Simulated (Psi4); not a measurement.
CBCl$_{2}$NO (SMILES O=C=NB(Cl)Cl), singlet, geometry from GFN2-xTB; QCISD(T)/def2-SVP (Psi4).

The Psi4 input:
```
memory 2 GB

molecule mol {
0 1
B    -0.357866    0.211830   -0.149749
Cl   -1.710186   -0.850064   -0.044050
Cl   -0.523210    1.805811   -0.758438
N     0.902475   -0.223941    0.265760
C     1.848083   -0.823973    0.675981
O     2.793903   -1.349428    1.059354
}

set {
  basis def2-svp
  reference rhf
  freeze_core true
}

energy('qcisd(t)')
print_variables()
```

The log (banner, timings and long lists left out):

```
   => Loading Basis Set <=

    Name: DEF2-SVP
    Role: ORBITAL
    Keyword: BASIS

         ---------------------------------------------------------
                                   SCF
               by Justin Turney, Rob Parrish, Andy Simmonett
                          and Daniel G. A. Smith
                              RHF Reference
         ---------------------------------------------------------

  ==> Geometry <==

    Molecular point group: c1
    Full point group: C1

    Geometry (in Angstrom), charge = 0, multiplicity = 1:

       Center              X                  Y                   Z               Mass
    ------------   -----------------  -----------------  -----------------  -----------------
         B           -0.337234891476     0.202509139747    -0.142158521371    11.009305360000
         CL          -1.689554891476    -0.859384860253    -0.036459521371    34.968852682000
         CL          -0.502578891476     1.796490139747    -0.750847521371    34.968852682000
         N            0.923106108524    -0.233261860253     0.273350478629    14.003074004430
         C            1.868714108524    -0.833293860253     0.683571478629    12.000000000000
         O            2.814534108524    -1.358748860253     1.066944478629    15.994914619570

  Running in c1 symmetry.

  Rotational constants: A =      0.10824  B =      0.04718  C =      0.03286 [cm^-1]
  Rotational constants: A =   3244.86981  B =   1414.41163  C =    985.04064 [MHz]
  Nuclear repulsion =  287.740436991929130

  Charge       = 0
  Multiplicity = 1
  Electrons    = 60
  Nalpha       = 30
  Nbeta        = 30

  ==> Algorithm <==

  SCF Algorithm Type is PK.
  DIIS enabled.
  MOM disabled.
  Fractional occupation disabled.
  Guess Type is SAD.
  Energy threshold   = 1.00e-08
  Density threshold  = 1.00e-08
  Integral threshold = 1.00e-12

  ==> Primary Basis <==

  Basis Set: DEF2-SVP
    Blend: DEF2-SVP
    Number of shells: 40
    Number of basis functions: 92
    Number of Cartesian functions: 98
    Spherical Harmonics?: true
    Max angular momentum: 2

  ==> Integral Setup <==

  Using in-core PK algorithm.
   Calculation information:
      Number of atoms:                   6
      Number of AO shells:              40
      Number of primitives:             84
      Number of atomic orbitals:        98
      Number of basis functions:        92

      Integral cutoff                 1.00e-12
      Number of threads:                 1

[...]
  @RHF Final Energy: -1110.56617678202451
    Total Energy =                      -1110.5661767820245132
      * MP2 total energy:                  -1111.362282340170
[...]
        SS MP2.5 correlation energy:          -0.213436972761
        MP2.5 correlation energy:             -0.802614952249
      * MP2.5 total energy:                -1111.368791734273

        OS MP3 correlation energy:            -0.604716647549
        SS MP3 correlation energy:            -0.204407698804
        MP3 correlation energy:               -0.809124346352
      * MP3 total energy:                  -1111.375301128377

        OS MP4(SDQ) correlation energy:       -0.618936813857
        SS MP4(SDQ) correlation energy:       -0.194535642577
        MP4(SDQ) correlation energy:          -0.822121685940
      * MP4(SDQ) total energy:             -1111.388298467964

        OS QCISD correlation energy:          -0.621294934809
        SS QCISD correlation energy:          -0.200932913025
        QCISD correlation energy:             -0.822227847834
      * QCISD total energy:                -1111.388404629858

  Total time for QCISD iterations:      13.06 s (user)
                                         2.43 s (system)
                                           16 s (total)

  Time per iteration:                    0.87 s (user)
                                         0.16 s (system)
                                         1.14 s (total)

        ==> Resort (ov|vv) integrals for low-memory (T) computation <==

        *******************************************************
        *                                                     *
        *                     QCISD(T)                        *
        *                                                     *
        *******************************************************

        Using low-memory algorithm.

        num_threads:                      1
        memory requirements:       17.12 mb

        Number of abc combinations: 41664

        Computing (T) correction...

        % complete  total time
              10.0
              20.0
              30.0
              40.0
              50.0
              60.0
              70.0
              80.0
              90.0

        (T) energy                             -0.026654574340

        QCISD(T) correlation energy            -0.848882422174
      * QCISD(T) total energy               -1111.415059204199

  Variable Map:
  ----------------------------------------------------------------------------
[...]
  Array Variable Map:
  ----------------------------------------------------------------------------
[...]
[...]
```
